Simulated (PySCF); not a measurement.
# Dipole response of Sc (scandium, neutral)

[Ar] 3d1 4s2, 2D determinant. All numbers are calculated (PySCF 2.14, the spin-free X2C one-electron Hamiltonian (Gaussian nucleus), in x2c-QZVPPall with one added diffuse shell each of s, p, d, f, g type (12s8p6d4f3g, 121 functions)). Coupled (time-dependent) response in atomic units; α is the mean over directions.

```json
{"method": "PBE0", "mean α (bohr³)": "128.4", "α xx, yy, zz": "124.6, 124.6, 136.1", "C₆ (like pair)": "1625", "S(−4)": "8617"}
```

S(−4) is the Cauchy moment in α(ω) = α(0) + S(−4) ω² + …

Reference α: 97 ± 10 bohr³ (recommended; Schwerdtfeger and Nagle, table of static dipole polarizabilities (2023 update)). Published C₆: 1383 (Chu and Dalgarno (2004); Tang, Norbeck and Certain (1976)).

α(iu) at PBE0:

```tsv
u (hartree)	α(iu) (bohr³)
0	128.4
0.0500	110.5
0.100	79.28
0.200	39.10
0.300	22.50
0.500	10.76
0.750	6.101
1.00	4.130
1.50	2.366
2.00	1.555
3.00	0.8211
5.00	0.3443
```

A single London oscillator, α(iu) = α/(1 + u²/ω²), gives C₆ = (3/4) ω α². Matching the computed C₆ needs ω = 4 × 1625 / (3 × 128.4²) = 0.131 hartree.

The components differ because the open shell of this determinant is not spherical; for a pure term their mean is the scalar polarisability.

⟨S²⟩ = 0.84 against 0.75 shows spin contamination.
